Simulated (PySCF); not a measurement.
All runs: PySCF with density fitting, gas phase, non-relativistic, closed shells, each molecule at its own PBE0-D3(BJ)/def2-SVP geometry. Shieldings use GIAOs. Basis functions per molecule: 265–328 in pcSseg-2, 226–286 in cc-pVTZ.

HOMO energy (eV):

```json
{"molecule": "N#CC#C/C=N/[SiH3]", "PBE0/pcSseg-2": "-8.18", "PBE0/cc-pVTZ": "-8.13"}
{"molecule": "N#C[SiH2][SiH](O)O", "PBE0/pcSseg-2": "-8.33", "PBE0/cc-pVTZ": "?"}
{"molecule": "BC[SiH2][SiH3]", "PBE0/pcSseg-2": "-8.24", "PBE0/cc-pVTZ": "-8.22"}
{"molecule": "B[SiH2]C[SiH3]", "PBE0/pcSseg-2": "-8.22", "PBE0/cc-pVTZ": "-8.21"}
{"molecule": "C#C[Si@H](C#N)N=C", "PBE0/pcSseg-2": "-7.87", "PBE0/cc-pVTZ": "-7.81"}
{"molecule": "CO/C=C\\[SiH2]Cl", "PBE0/pcSseg-2": "-7.04", "PBE0/cc-pVTZ": "-6.96"}
{"molecule": "FBC1=C(Cl)C1", "PBE0/pcSseg-2": "-7.66", "PBE0/cc-pVTZ": "-7.62"}
```

Problem. Predict the missing value of `N#C[SiH2][SiH](O)O` from the other molecules.

Solution. The basis change moves the other 6 molecules by +0.04 eV on average (standard deviation 0.03), which puts `N#C[SiH2][SiH](O)O` at -8.33 + 0.04 = -8.29 eV. A straight line through the pairs, y = 1.044x + 0.39, gives -8.31 eV. The run gave -8.22 eV: the mean change misses by 0.07, the line by 0.09 eV.

Problem. Which of the two rules would one have trusted beforehand?

Solution. Leaving out each listed molecule in turn and predicting it from the rest, the mean change misses by 0.024 eV on average and the line by 0.016; so the fitted line, and for `N#C[SiH2][SiH](O)O` it wasn't the closer one.

Problem. How even is the effect, and which conclusions about the order would change?

Solution. Among the 6 molecules with both values given it runs from +0.01 eV for `B[SiH2]C[SiH3]` to +0.08 eV for `CO/C=C\[SiH2]Cl`; `N#C[SiH2][SiH](O)O` moves by +0.11 eV, outside this range. The change is of one sign for all of them. No pair among the 6 changes order.

Neither level serves as a reference here, and other classes of molecule may behave otherwise.
